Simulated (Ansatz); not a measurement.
`[SiH3]/C=C\CCl` + H–F → `F/C=C/[SiH3]` + `CCl`  (substitution at a C–C bond)

Program: Ansatz. Geometries: PBE0-D4/def2-TZVP. ΔE: electronic, gas phase. CBS: MP2 limit from def2 TZ/QZ plus the TZ coupled-cluster correction, frozen cores. This one scheme is used for every species. Double bonds are as drawn, so ΔE can hold a change between cis and trans. One conformer a species, not always the lowest.

```json
{"species": "`[SiH3]/C=C\\CCl`", "HF/def2-QZVPP energy (Eh)": "-866.18064"}
{"species": "H–F", "HF/def2-QZVPP energy (Eh)": "-100.07004"}
{"species": "`F/C=C/[SiH3]`", "HF/def2-QZVPP energy (Eh)": "-467.09140"}
{"species": "`CCl`", "HF/def2-QZVPP energy (Eh)": "-499.15597"}
```

Question: Work out ΔE.

Answer: ΔE = (-467.09140) + (-499.15597) − (-866.18064) − (-100.07004) = 0.00331 Eh = +2.1 kcal/mol. CCSD(T)/CBS gives +9.3 kcal/mol.

Largest T1 diagnostic among the species: 0.012.

In def2-TZVPP, CCSD(T) changes the Hartree–Fock value by +6.0 kcal/mol (the triples alone add +0.7 kcal/mol) and MP2 by +8.3 kcal/mol. At CCSD(T), def2-SVP lies −3.8 kcal/mol from the extrapolated value and def2-TZVPP −1.1 kcal/mol.
